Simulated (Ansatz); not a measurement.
Two structures of SiH₆O₄, closed shell, reached by relaxing down either side of one saddle point (PBE0-D4/def2-TZVP). Energies are electronic, without zero-point energy. Program: Ansatz 0.2.0. Basis: def2-TZVPP and def2-QZVPP. Cores are frozen in the correlated methods. Extrapolation: Hartree–Fock as exp(−7.88 √X), correlation as X^−2.97. First:

Si1  (0.742, -0.401, 0.677)
H2  (1.886, -0.086, 1.556)
O3  (0.239, -1.937, 0.949)
O4  (-0.590, 0.518, 1.025)
O5  (1.190, -0.061, -0.839)
H6  (-1.165, 2.008, -1.997)
O7  (-1.175, 1.092, -1.711)
H8  (0.868, -2.650, 0.832)
H9  (-1.183, 0.149, 1.683)
H10  (0.479, 0.254, -1.426)
H11  (-1.291, 1.113, -0.749)
(Å)

Second:

```xyz
11
angstrom
Si -0.5267 -0.4138 -0.0767
H 2.7420 1.7847 0.4237
O 0.7287 -0.7810 0.8953
O -1.8535 -1.0726 0.6054
O -0.4509 -1.0017 -1.5959
H 2.0196 1.8965 0.2631
O -0.5342 1.2133 -0.2175
H 1.5043 -0.2225 0.8177
H -1.8908 -1.0655 1.5628
H -0.7192 -1.9133 -1.7179
H -1.0194 1.5756 -0.9602
```

Task: Which bonds change from the first to the second?

Result: SiH₄O₃ ([OH][SiH]([OH])[OH]) + H₂O → SiH₄O₄ ([OH][Si]([OH])([OH])[OH]) + H₂; bonds formed: Si1–O7, H2–H6; bonds broken: Si1–H2, H6–O7.

Task: Give the saddle point's structure and its height above each. (An estimate is asked for; the value comes from the calculation.)

Result: The calculation gives: 40.86 kcal/mol above the first and 57.14 kcal/mol above the second (CCSD(T) at an estimated basis limit (MP2 extrapolated from triple and quadruple zeta, plus CCSD(T) − MP2 in triple zeta)).
| atom | x (Å) | y (Å) | z (Å) |
| --- | --- | --- | --- |
| Si1 | 0.0836 | -0.2290 | 0.0284 |
| H2 | 1.5088 | 0.7252 | -0.2214 |
| O3 | 0.6959 | -0.7538 | 1.4602 |
| O4 | -1.4723 | -0.7992 | 0.2023 |
| O5 | 0.3924 | -0.8393 | -1.4648 |
| H6 | 0.6787 | 1.5193 | -0.2961 |
| O7 | -0.4101 | 1.5421 | -0.0242 |
| H8 | 1.6033 | -0.4909 | 1.6230 |
| H9 | -1.7334 | -0.9685 | 1.1084 |
| H10 | -0.2789 | -1.4785 | -1.7233 |
| H11 | -1.0682 | 1.7723 | -0.6926 |

The T1 diagnostic stays at or below 0.012.

Labels in which every atom is bracketed show which atoms are joined, not bond orders.

For scale, one of the runs: CCSD(T)/def2-TZVPP, 250 basis functions, launched by `ansatz run in.yaml --threads 8 --pin off --events-out ev --progress --plain --max-ram 19148MiB`. Hardware: 8 CPU threads of an Intel Xeon Platinum 8488C, shared host. Wall time 68 s; peak host memory 5.7 GiB.
